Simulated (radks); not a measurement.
Values are calculated unless marked as measured or tabulated.
Initial-state core-level shifts of neutral gold when its valence configuration changes from [Xe] 4f14 5d10 6s1. Code: a radial shooting solver on a logarithmic mesh with Libxc functionals. Model: scalar-relativistic Kohn-Sham, PBE, spin-polarised, spherical densities, finite nucleus; open shells are filled with parallel spins first (spin-orbit coupling, left out, can overturn this in heavy ions); Fermi nuclear charge, rms radius 5.4371 fm. Shifts are changes of the shell-averaged eigenvalues in eV (positive: less bound); the change of the density at the nucleus, which sets a Mossbauer isomer shift, is in e/bohr^3, on a base of 2.302e+06.

\begin{tabular}{lrrrrr}
valence & 1s & 3p & 3d & 5p & density at nucleus \\ \hline
4f14 5d9 6s1 6p1 & -4.903 & -4.971 & -4.979 & -4.696 & +31.6 \\
4f14 5d8 6s1 6p2 & -9.704 & -9.855 & -9.876 & -9.140 & +65.9 \\
4f13 5d10 6s1 6p1 & -17.258 & -20.422 & -20.273 & -7.659 & +176.0 \\
4f13 5d9 6s1 6p2 & -22.302 & -25.550 & -25.415 & -12.319 & +211.7 \\
4f14 5d10 6p1 & -2.146 & -2.115 & -2.111 & -2.184 & -129.0 \\
4f14 5d9 6s2 & -2.997 & -3.086 & -3.097 & -2.771 & +162.7 \\
4f13 5d10 6s2 & -15.245 & -18.433 & -18.289 & -5.622 & +312.0 \\
4f13.5 5d10 6s1.5 & -7.476 & -9.048 & -8.975 & -2.746 & +150.2 \\
4f12 5d10 6s1 6p2 & -35.318 & -41.832 & -41.541 & -15.426 & +363.6 \\
\end{tabular}
